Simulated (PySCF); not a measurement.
# Löwdin shares of the frontier orbitals

Compound: C2H9FSSi2.
Numbering: `[CH3:1][S:2][SiH2:3][C@H:4]([F:5])[SiH3:6]` (hydrogens: H7, H8, H9 on C1; H10, H11 on Si3; H12 on C4; H13, H14, H15 on Si6)

Structure used (GFN2-xTB), in Å, numbered top down from 1:
```xyz
15
C2H9FSSi2 angstrom
C      2.6626   -0.5357    0.9448
S      2.3164    1.0673    0.1435
Si     0.4627    0.6401   -0.8407
C     -0.9297    0.2042    0.4048
F     -0.5955   -1.0161    1.0190
Si    -2.6964   -0.0005   -0.3141
H      2.7916   -1.3003    0.1852
H      1.8501   -0.7981    1.6130
H      3.5815   -0.4103    1.5072
H      0.6579   -0.5116   -1.7155
H      0.1367    1.8811   -1.5215
H     -0.9422    0.9309    1.2256
H     -3.5860   -0.3976    0.7750
H     -2.6378   -1.0387   -1.3403
H     -3.0762    1.2931   -0.8776
```

Computed with PySCF, TDDFT wB97X-D/def2-SVPD, vertical, gas phase, core orbitals frozen in the response.

Frontier orbitals with the atoms that hold most of them (Löwdin shares over 4%, at most four atoms; ? is withheld):

| orbital | ε (eV) | atoms |
| --- | --- | --- |
| HOMO-3 | -11.20 | C4 24%, F5 24%, Si6 15%, S2 9% |
| HOMO-2 | -10.94 | S2 21%, Si3 20%, C4 17%, F5 15% |
| HOMO-1 | -10.05 | ? |
| HOMO | ? | ? |
| LUMO | 1.50 | Si3 22%, S2 20%, Si6 15%, C4 9% |
| LUMO+1 | 1.81 | Si6 27%, Si3 14%, C4 8%, S2 8% |
| LUMO+2 | 2.11 | S2 43%, Si3 15%, C1 8%, Si6 8% |

**Question.** Give the leading atoms of the HOMO.

**Answer.** S2 (bonded to C and Si) 67%; C1 (bonded to S and 3 H) 10%; Si3 (bonded to C, S and 2 H) 8%; C4 (bonded to F, 2 Si and H) 5%. By element: sulfur 67%, carbon 15%, silicon 8% or more.

**Question.** Give the leading atoms of the HOMO-1.

**Answer.** S2 (bonded to C and Si) 39%; C4 (bonded to F, 2 Si and H) 15%; Si3 (bonded to C, S and 2 H) 12%; F5 (bonded to C) 10%.

**Question.** What is the HOMO energy, and the HOMO–LUMO gap?

**Answer.** ε(HOMO) = -8.66 eV; the gap is 10.16 eV (0.3732 hartree).

**Question.** The HOMO–LUMO gap is 10.16 eV. Where does the response calculation put the lowest singlet, and from which orbitals?

**Answer.** S1 is at 5.68 eV (f = 0.018), 4.48 eV below the gap, made of HOMO→LUMO (66%), HOMO→LUMO+2 (13%). 

Next come S2 at 6.13 eV (f 0.014), HOMO→LUMO+2 (50%), HOMO→LUMO (24%), HOMO→LUMO+1 (12%); S3 at 6.79 eV (f 0.036), HOMO→LUMO+1 (55%), HOMO→LUMO+2 (15%); S4 at 6.88 eV (f 0.019), HOMO→LUMO+5 (44%), HOMO-1→LUMO (20%); S5 at 7.10 eV (f 0.012), HOMO→LUMO+4 (46%), HOMO→LUMO+5 (21%), HOMO→LUMO+8 (14%).

Löwdin shares depend on the basis, the more so with diffuse functions.

The run took 68 s (with the writing of density and orbital grids) on an Arm Neoverse V1 with one thread, shared host with 32 logical CPUs at a one-minute load of 31, and the process peaked at 0.87 GiB of memory.

One conformer stands for the species.
